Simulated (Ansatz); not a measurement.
Compare A (`B/C=C(/O)OC`) with its isomer B (`CCBC(=O)O`).

Program: Ansatz. Geometries: PBE0-D4/def2-TZVP. ΔE: electronic, gas phase. CCSD(T)/CBS is the MP2 limit (def2-TZVPP, def2-QZVPP) plus CCSD(T) − MP2 in def2-TZVPP, frozen cores. DFT in def2-TZVPP. B3LYP here is the variant with VWN-RPA as its local correlation; programs differ in this. One conformer a species, not always the lowest.

Task: Which is lower in electronic energy at CCSD(T)/CBS, and by how much? (An estimate is asked.)

Result: Computed: B, by 34.1 kcal/mol.

Task: Give E(B) − E(A) in kcal/mol with B3LYP, CCSD(T)/def2-TZVPP, r2SCAN-D4, HF/def2-TZVPP, B2PLYP, PBE-D4, MP2/def2-TZVPP. (An estimate is asked.)

Result: The calculation gave: B3LYP -32.5, CCSD(T)/def2-TZVPP -33.8, r2SCAN-D4 -32.7, HF/def2-TZVPP -33.1, B2PLYP -33.5, PBE-D4 -33.3, MP2/def2-TZVPP -34.4. None reverses the order clearly.

Largest T1 diagnostic: 0.016.
